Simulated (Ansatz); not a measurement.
Ansatz (a quantum-chemistry and plane-wave program) input (B3LYP-D3(BJ)/def2-TZVP):

Ansatz 0.2 input:
```yaml
crystal:
  periodic: [false, false, false]
  atoms:
    - {symbol: O, position_ang: [1.26266590, -0.56782754, 0.24651039]}
    - {symbol: S, position_ang: [-0.15905165, -0.06174957, 0.42039352]}
    - {symbol: F, position_ang: [-0.92039015, -0.69724690, -0.75349422]}
    - {symbol: F, position_ang: [-0.11117853, 1.36670338, -0.14417350]}
    - {symbol: H, position_ang: [1.72761739, -0.49449504, -0.61936988]}
basis:
  gaussian:
    orbitals: def2-TZVP
hamiltonian:
  xc: b3lyp
  dispersion: d3bj
total_charge: 1
phonons: {temperatures: {t_min: 298.15, t_max: 298.15, t_step: 100}}
```

Output:

```
Functional definition: B3LYP
integrals: 0.05 GiB planned
778 factors; their error is unknown
mean field: 0.45 GiB planned
mean field evaluation 1: about -18314.0917 eV, gradient 9.7e1 eV
mean field evaluation 2: about -18285.0535 eV, gradient 1.7e2 eV
mean field evaluation 4: about -18326.8347 eV, gradient 4.9e0 eV
mean field evaluation 8: about -18326.9098 eV, gradient 2.4e-1 eV
mean field evaluation 16: about -18326.9099 eV, gradient 6.0e-5 eV
mean field -18326.90988524 eV, -673.5015158568 hartree, gradient 1.2e-5 eV, S^2 0.000000; 0 other end points of the search recorded, 0 dependent functions left out
the calculation of the forces begins
reference -18326.91005432 eV, -673.5015220704 hartree; 21, 21 occupied and 115, 115 virtual orbitals, 778 factors
these checks for a lower state are left out or cut short: stability, starts, cluster_reference, orbital_swaps, neighbouring_geometries, increment
integrals: 0.05 GiB planned
778 factors; their error is unknown
mean field: 0.45 GiB planned
mean field -18326.90975292 eV, -673.5015109941 hartree, gradient 1.1e-6 eV, S^2 0.000000; 0 other end points of the search recorded, 0 dependent functions left out
the calculation of the forces begins
reference -18326.90992204 eV, -673.5015172091 hartree; 21, 21 occupied and 115, 115 virtual orbitals, 778 factors
these checks for a lower state are left out or cut short: stability, starts, cluster_reference, orbital_swaps, neighbouring_geometries, increment
integrals: 0.05 GiB planned
778 factors; their error is unknown
mean field: 0.45 GiB planned
mean field evaluation 32: about -18326.9097 eV, gradient 1.1e-6 eV
mean field -18326.90972287 eV, -673.5015098897 hartree, gradient 1.1e-6 eV, S^2 0.000000; 0 other end points of the search recorded, 0 dependent functions left out
the calculation of the forces begins
reference -18326.90989191 eV, -673.5015161018 hartree; 21, 21 occupied and 115, 115 virtual orbitals, 778 factors
these checks for a lower state are left out or cut short: stability, starts, cluster_reference, orbital_swaps, neighbouring_geometries, increment
integrals: 0.05 GiB planned
778 factors; their error is unknown
mean field: 0.45 GiB planned
mean field -18326.90980542 eV, -673.5015129234 hartree, gradient 1.1e-6 eV, S^2 0.000000; 0 other end points of the search recorded, 0 dependent functions left out
the calculation of the forces begins
reference -18326.90997449 eV, -673.5015191368 hartree; 21, 21 occupied and 115, 115 virtual orbitals, 778 factors
these checks for a lower state are left out or cut short: stability, starts, cluster_reference, orbital_swaps, neighbouring_geometries, increment
integrals: 0.05 GiB planned
778 factors; their error is unknown
mean field: 0.45 GiB planned
mean field -18326.90980868 eV, -673.5015130434 hartree, gradient 1.1e-6 eV, S^2 0.000000; 0 other end points of the search recorded, 0 dependent functions left out
the calculation of the forces begins
reference -18326.90997777 eV, -673.5015192572 hartree; 21, 21 occupied and 115, 115 virtual orbitals, 778 factors
these checks for a lower state are left out or cut short: stability, starts, cluster_reference, orbital_swaps, neighbouring_geometries, increment
integrals: 0.05 GiB planned
778 factors; their error is unknown
mean field: 0.45 GiB planned
mean field -18326.90970445 eV, -673.5015092131 hartree, gradient 1.1e-6 eV, S^2 0.000000; 0 other end points of the search recorded, 0 dependent functions left out
the calculation of the forces begins
reference -18326.90987347 eV, -673.5015154245 hartree; 21, 21 occupied and 115, 115 virtual orbitals, 778 factors
these checks for a lower state are left out or cut short: stability, starts, cluster_reference, orbital_swaps, neighbouring_geometries, increment
integrals: 0.05 GiB planned
778 factors; their error is unknown
mean field: 0.45 GiB planned
mean field -18326.90972397 eV, -673.5015099303 hartree, gradient 1.1e-6 eV, S^2 0.000000; 0 other end points of the search recorded, 0 dependent functions left out
the calculation of the forces begins
reference -18326.90989311 eV, -673.5015161461 hartree; 21, 21 occupied and 115, 115 virtual orbitals, 778 factors
these checks for a lower state are left out or cut short: stability, starts, cluster_reference, orbital_swaps, neighbouring_geometries, increment
integrals: 0.05 GiB planned
778 factors; their error is unknown
mean field: 0.45 GiB planned
mean field evaluation 64: about -18326.8723 eV, gradient 3.4e-1 eV
mean field -18326.90974316 eV, -673.5015106355 hartree, gradient 1.1e-6 eV, S^2 0.000000; 0 other end points of the search recorded, 0 dependent functions left out
the calculation of the forces begins
reference -18326.90991222 eV, -673.5015168485 hartree; 21, 21 occupied and 115, 115 virtual orbitals, 778 factors
these checks for a lower state are left out or cut short: stability, starts, cluster_reference, orbital_swaps, neighbouring_geometries, increment
integrals: 0.05 GiB planned
778 factors; their error is unknown
mean field: 0.45 GiB planned
mean field -18326.90975002 eV, -673.5015108876 hartree, gradient 1.1e-6 eV, S^2 0.000000; 0 other end points of the search recorded, 0 dependent functions left out
the calculation of the forces begins
reference -18326.90991912 eV, -673.5015171018 hartree; 21, 21 occupied and 115, 115 virtual orbitals, 778 factors
these checks for a lower state are left out or cut short: stability, starts, cluster_reference, orbital_swaps, neighbouring_geometries, increment
integrals: 0.05 GiB planned
778 factors; their error is unknown
mean field: 0.45 GiB planned
mean field -18326.90983308 eV, -673.5015139399 hartree, gradient 1.1e-6 eV, S^2 0.000000; 0 other end points of the search recorded, 0 dependent functions left out
the calculation of the forces begins
reference -18326.91000216 eV, -673.5015201535 hartree; 21, 21 occupied and 115, 115 virtual orbitals, 778 factors
these checks for a lower state are left out or cut short: stability, starts, cluster_reference, orbital_swaps, neighbouring_geometries, increment
integrals: 0.05 GiB planned
778 factors; their error is unknown
mean field: 0.45 GiB planned
mean field -18326.90985790 eV, -673.5015148523 hartree, gradient 1.1e-6 eV, S^2 0.000000; 0 other end points of the search recorded, 0 dependent functions left out
the calculation of the forces begins
reference -18326.91002699 eV, -673.5015210659 hartree; 21, 21 occupied and 115, 115 virtual orbitals, 778 factors
these checks for a lower state are left out or cut short: stability, starts, cluster_reference, orbital_swaps, neighbouring_geometries, increment
integrals: 0.05 GiB planned
778 factors; their error is unknown
mean field: 0.45 GiB planned
mean field evaluation 96: about -18326.9098 eV, gradient 3.2e-3 eV
mean field -18326.90984850 eV, -673.5015145067 hartree, gradient 1.1e-6 eV, S^2 0.000000; 0 other end points of the search recorded, 0 dependent functions left out
the calculation of the forces begins
reference -18326.91001759 eV, -673.5015207206 hartree; 21, 21 occupied and 115, 115 virtual orbitals, 778 factors
these checks for a lower state are left out or cut short: stability, starts, cluster_reference, orbital_swaps, neighbouring_geometries, increment
integrals: 0.05 GiB planned
778 factors; their error is unknown
mean field: 0.45 GiB planned
mean field -18326.90985665 eV, -673.5015148062 hartree, gradient 1.1e-6 eV, S^2 0.000000; 0 other end points of the search recorded, 0 dependent functions left out
the calculation of the forces begins
reference -18326.91002572 eV, -673.5015210195 hartree; 21, 21 occupied and 115, 115 virtual orbitals, 778 factors
these checks for a lower state are left out or cut short: stability, starts, cluster_reference, orbital_swaps, neighbouring_geometries, increment
integrals: 0.05 GiB planned
778 factors; their error is unknown
mean field: 0.45 GiB planned
mean field -18326.90981341 eV, -673.5015132173 hartree, gradient 1.1e-6 eV, S^2 0.000000; 0 other end points of the search recorded, 0 dependent functions left out
the calculation of the forces begins
reference -18326.90998249 eV, -673.5015194308 hartree; 21, 21 occupied and 115, 115 virtual orbitals, 778 factors
these checks for a lower state are left out or cut short: stability, starts, cluster_reference, orbital_swaps, neighbouring_geometries, increment
integrals: 0.05 GiB planned
778 factors; their error is unknown
mean field: 0.45 GiB planned
mean field -18326.90982202 eV, -673.5015135337 hartree, gradient 1.1e-6 eV, S^2 0.000000; 0 other end points of the search recorded, 0 dependent functions left out
the calculation of the forces begins
reference -18326.90999111 eV, -673.5015197474 hartree; 21, 21 occupied and 115, 115 virtual orbitals, 778 factors
these checks for a lower state are left out or cut short: stability, starts, cluster_reference, orbital_swaps, neighbouring_geometries, increment
integrals: 0.05 GiB planned
778 factors; their error is unknown
mean field: 0.45 GiB planned
mean field -18326.90986643 eV, -673.5015151656 hartree, gradient 1.1e-6 eV, S^2 0.000000; 0 other end points of the search recorded, 0 dependent functions left out
the calculation of the forces begins
reference -18326.91003554 eV, -673.5015213802 hartree; 21, 21 occupied and 115, 115 virtual orbitals, 778 factors
these checks for a lower state are left out or cut short: stability, starts, cluster_reference, orbital_swaps, neighbouring_geometries, increment
integrals: 0.05 GiB planned
778 factors; their error is unknown
mean field: 0.45 GiB planned
mean field evaluation 128: about -18326.8726 eV, gradient 2.6e-1 eV
mean field -18326.90983690 eV, -673.5015140805 hartree, gradient 1.1e-6 eV, S^2 0.000000; 0 other end points of the search recorded, 0 dependent functions left out
the calculation of the forces begins
reference -18326.91000596 eV, -673.5015202931 hartree; 21, 21 occupied and 115, 115 virtual orbitals, 778 factors
these checks for a lower state are left out or cut short: stability, starts, cluster_reference, orbital_swaps, neighbouring_geometries, increment
integrals: 0.05 GiB planned
778 factors; their error is unknown
mean field: 0.45 GiB planned
mean field -18326.90982956 eV, -673.5015138105 hartree, gradient 1.1e-6 eV, S^2 0.000000; 0 other end points of the search recorded, 0 dependent functions left out
the calculation of the forces begins
reference -18326.90999865 eV, -673.5015200247 hartree; 21, 21 occupied and 115, 115 virtual orbitals, 778 factors
these checks for a lower state are left out or cut short: stability, starts, cluster_reference, orbital_swaps, neighbouring_geometries, increment
integrals: 0.05 GiB planned
778 factors; their error is unknown
mean field: 0.45 GiB planned
mean field -18326.90982540 eV, -673.5015136577 hartree, gradient 1.1e-6 eV, S^2 0.000000; 0 other end points of the search recorded, 0 dependent functions left out
the calculation of the forces begins
reference -18326.90999446 eV, -673.5015198707 hartree; 21, 21 occupied and 115, 115 virtual orbitals, 778 factors
Total energy: -18327.03052799 eV, -673.5059493961 hartree
Atom 0 at     1.262666    -0.567828     0.246510 Å, force     0.001219    -0.000462    -0.000055 eV/Å
Atom 1 at    -0.159052    -0.061750     0.420394 Å, force    -0.001635     0.000574     0.000227 eV/Å
Atom 2 at    -0.920390    -0.697247    -0.753494 Å, force     0.000221     0.000333     0.000160 eV/Å
Atom 3 at    -0.111179     1.366703    -0.144174 Å, force    -0.000074    -0.000419    -0.000062 eV/Å
Atom 4 at     1.727617    -0.494495    -0.619370 Å, force     0.000269    -0.000026    -0.000269 eV/Å
Dipole moment:     0.333827    -0.130948     0.000219 e Å
Vibrations: 320.48 391.94 478.20 498.62 880.57 898.67 958.57 1108.45 3544.30 cm⁻¹, zero-point energy 0.562876 eV
```

It need not be the lowest isomer of its formula.
